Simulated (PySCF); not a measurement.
Species: Si5H12.
Z-matrix (Å and degrees, PBE0-D3(BJ)/def2-SVP geometry), rows numbered from 1:
```
Si
Si  1  2.3448
Si  2  2.3450  1  109.97
Si  3  2.3436  2  109.57  1   177.42
Si  3  2.3452  2  108.45  1    58.30
H   1  1.4957  2  109.36  3   -58.24
H   1  1.4955  2  109.63  3    60.79
H   1  1.4955  2  111.35  3  -178.60
H   2  1.4980  1  109.52  3   118.85
H   2  1.4976  1  110.14  3  -121.80
H   3  1.4991  2  109.61  1   -61.46
H   4  1.4954  3  110.76  2    59.10
H   4  1.4958  3  110.97  2  -179.78
H   4  1.4958  3  108.58  2   -60.33
H   5  1.4955  3  110.80  2   176.15
H   5  1.4955  3  110.72  2   -62.87
H   5  1.4958  3  108.77  2    56.58
```

Linear response at PBE0/def2-SVPD (PySCF, frozen core in the response, non-relativistic).

Static isotropic polarisability: 157.95 au (23.41 Å³), principal values 125.1, 156.7, 192.1 au.

What is the polarisability at 1064 nm and at the sodium D line?

160.24 au at 1064 nm (+1.4 %), 165.75 au at 589.3 nm (+4.9 %). The rise at 589.3 nm is 3.41 times that at 1064 nm; a pure ω² law gives 3.26. The lowest singlet lies at 199 nm, shorter than both wavelengths.

What is the isotropic C6 coefficient between two such molecules, C6 = (3/π)∫α(iω)² dω?

7307 au (Eh·bohr⁶) by a ten-point quadrature over imaginary frequencies, which is 4370 eV·Å⁶ or 421 J·nm⁶/mol.

Which effective excitation energy ω̄ makes London's formula C6 = (3/4)α²ω̄ exact here?

ω̄ = 4·C6/(3α²) = 0.390 Eh = 10.6 eV. A one-pole form α(ω) = α/(1 − ω²/ω̄²) fitted to the 1064 nm value gives 9.8 eV.

What n − 1 at the D line would an ideal gas of it have at 273.15 K and 1 atm (2.6868 × 10¹⁹ cm⁻³), by n − 1 = 2π·N·α′?

41.46 × 10⁻⁴, a formal value whether or not that pressure can be reached.

The lowest 6 singlets have (eV, f): 6.24, 0.050; 6.26, 0.208; 6.34, 0.009; 6.38, 0.008; 6.60, 0.068; 6.63, 0.009. What share of the static polarisability do they carry in the sum over states α = Σ f/ω²?

6.51 au, 4.1 % of α; the largest term, 3.94 au, is that of the state at 6.26 eV. Their oscillator strengths add up to 0.35. Higher states carry the rest.

How many electrons N does the Slater–Kirkwood formula C6 = (3/4)·√N·α^(3/2) need to give this C6?

N = (4·C6/3)²/α³ = 24.1; the species has 82 electrons in all.

What molar refraction at the D line follows from R = (4π/3)·N_A·α′, with α′ the polarisability volume?

α′ = 24.56 Å³ gives R = 61.96 cm³/mol, for isolated, non-vibrating species.

What three-body coefficient follows from the one-pole estimate C9 = (3/4)·α·C6?

866000 au. This is an estimate from the two numbers above, not a computed integral.

The run took 81 s wall on one thread, Intel Xeon at 2.50 GHz (x86_64), shared host, and the process peaked at 0.90 GiB of memory. This is the whole response run at PBE0/def2-SVPD, SCF included.

One conformer stands for the species.
